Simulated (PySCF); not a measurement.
Compound: C₃H₅BrO₂.
SMILES with atom numbers: `[CH3:1][O:2][CH2:3][C:4](=[O:5])[Br:6]` (hydrogens: H7, H8, H9 on C1; H10, H11 on C3)

Method: PySCF, PBE0-D3(BJ)/def2-SVP geometry optimisation, gas phase; density fitting, grid level 1; the optimiser is geomeTRIC in internal coordinates, started from a GFN2-xTB structure with every atom displaced at random (about 0.01 Å).

Step 0: E = -77302.3862 eV
```
atom  x, y, z in Å  |  force x, y, z in eV/Å
C1      1.5476   -0.3185    0.4548   -1.869   1.497  -0.458
O2      0.3929   -1.0691    0.0882    0.081   0.320  -0.063
C3     -0.6112   -0.3711   -0.6044    2.092  -0.581   0.897
C4     -1.3166    0.6104    0.2533   -1.549   0.382  -0.825
O5     -1.2130    0.9094    1.3728    0.657   0.044   1.151
Br6    -2.7739    1.4714   -0.8194    0.066  -0.007  -0.149
H7      2.2627   -0.9985    0.8512    0.826  -0.831   0.432
H8      1.9663    0.2186   -0.4295   -0.005  -0.222   0.245
H9      1.2812    0.4547    1.2347    0.319  -0.582  -0.498
H10    -0.1902    0.1841   -1.4507   -0.062   0.181  -0.460
H11    -1.3077   -1.1173   -0.9666   -0.556  -0.200  -0.273
```

**Question.** Estimate the geometry and energy of step 1. (The exact step hangs on the optimiser's Hessian estimate; all steps are aligned on step 0, rigid shifts and turns removed.)

**Answer.** E = -77302.5192 eV, largest force 0.486 eV/Å
```
atom  x, y, z in Å  |  force x, y, z in eV/Å
C1      1.5342   -0.3010    0.4317    0.362  -0.310   0.099
O2      0.3753   -1.0388    0.1524    0.034   0.067   0.002
C3     -0.5708   -0.3587   -0.5718   -0.301   0.054  -0.042
C4     -1.4086    0.5907    0.2741    0.243  -0.099   0.112
O5     -1.3043    0.7960    1.4294   -0.058   0.036  -0.082
Br6    -2.7610    1.4950   -0.8315   -0.047   0.021  -0.024
H7      2.2499   -0.9959    0.9110   -0.198   0.226  -0.047
H8      2.0016    0.0744   -0.4961    0.001   0.046  -0.079
H9      1.3562    0.5549    1.1046   -0.104  -0.041   0.054
H10    -0.1508    0.2390   -1.4087   -0.029  -0.056   0.007
H11    -1.2835   -1.0815   -1.0108    0.097   0.055  -0.001
```

The energy changes by -0.1330 eV. The first-order estimate −F·Δx gives -0.3319 eV and the mean of the old and new forces, exact on a quadratic surface, -0.1336 eV. The step makes an angle of 77° with the force vector and moves no atom by more than 0.181 Å.

The cost below is that of the whole optimisation. The run took 47 s of wall time on an Arm Neoverse V1 with one thread, on a shared host, and the process peaked at 0.53 GiB of memory.
